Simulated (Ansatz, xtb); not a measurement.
Relative energy of two conformers of AlH8NO2Si2

Structure I: `N[SiH2][O][AlH][O][SiH3]`, a singlet. Structure II: `N[SiH2][O][AlH][O][SiH3]`, a singlet. Both are isolated molecules in the gas phase, relaxed with PBE0-D4/def2-SVP.

I (Å):

```xyz
14

Al   -0.7455   -1.9554   -0.0573
N    -4.7535   -1.9586   -1.9292
O    -2.1261   -1.4985   -0.9145
O     0.5753   -0.9011    0.0509
Si   -3.4016   -0.9062   -1.7886
Si    1.6669    0.3292   -0.0230
H    -5.3644   -2.1224   -1.1371
H    -4.7117   -2.7747   -2.5288
H    -2.9172   -0.6343   -3.1729
H    -3.8834    0.3311   -1.1091
H    -0.6712   -3.3559    0.6461
H     2.0975    0.7159    1.3550
H     2.8702   -0.0983   -0.7998
H     1.0735    1.5299   -0.6891
```

II (Å):

```xyz
14

Al    2.1372    0.8887    1.2377
N     0.5558   -0.6652   -1.8660
O     2.2842   -0.5771    0.3958
O     1.0405    2.0560    0.6643
Si    1.7434   -1.4570   -0.9046
Si   -0.0981    2.6125   -0.3886
H     0.7845    0.0092   -2.5855
H    -0.4287   -0.6501   -1.6309
H     1.1282   -2.7079   -0.3775
H     2.9157   -1.7312   -1.7829
H     2.9885    1.1764    2.5205
H    -1.3008    1.7212   -0.4056
H    -0.5334    3.9798    0.0233
H     0.4461    2.6929   -1.7808
```

Q: Estimate which is lower in electronic energy at CCSD(T)/def2-SVP + ΔMP2/def2-TZVPP, and by roughly how much.

A: CCSD(T)/def2-SVP + ΔMP2/def2-TZVPP gives E(II) − E(I) = −0.49 kcal/mol, slightly favouring structure II, which is too small a margin to settle the true order.

How the difference moves with the method:

```json
{"level": "PBE0-D4/def2-SVP", "geometry": "PBE0-D4/def2-SVP", "E(II) − E(I) (kcal/mol)": "−1.15", "departure from the last row (kcal/mol)": "−0.67", "job, with rough time for the two": "optimisation, 10 min"}
{"level": "HF/def2-SVP", "geometry": "PBE0-D4/def2-SVP", "E(II) − E(I) (kcal/mol)": "+1.62", "departure from the last row (kcal/mol)": "+2.11", "job, with rough time for the two": "part of the CCSD(T) run"}
{"level": "MP2/def2-SVP", "geometry": "PBE0-D4/def2-SVP", "E(II) − E(I) (kcal/mol)": "−0.65", "departure from the last row (kcal/mol)": "−0.17", "job, with rough time for the two": "part of the CCSD(T) run"}
{"level": "CCSD(T)/def2-SVP", "geometry": "PBE0-D4/def2-SVP", "E(II) − E(I) (kcal/mol)": "−0.68", "departure from the last row (kcal/mol)": "−0.19", "job, with rough time for the two": "single point"}
{"level": "CCSD(T)/def2-SVP + ΔMP2/def2-TZVPP", "geometry": "PBE0-D4/def2-SVP", "E(II) − E(I) (kcal/mol)": "−0.49", "departure from the last row (kcal/mol)": "", "job, with rough time for the two": "single point, 99 s"}
```

The largest departure from CCSD(T)/def2-SVP + ΔMP2/def2-TZVPP is that of HF/def2-SVP, 2.11 kcal/mol. A small imaginary or near-zero mode remains, so no thermal terms are given. Levels run at GFN2-xTB geometries aren't shown. The last row adds to CCSD(T) the change of the MP2 difference between the two basis sets, here +0.19 kcal/mol.

The correlated steps freeze 18 core orbitals. Programs: Ansatz 0.2.0, xtb 6.7.1; the last row on 2 threads of Arm Neoverse V1 on a shared host.
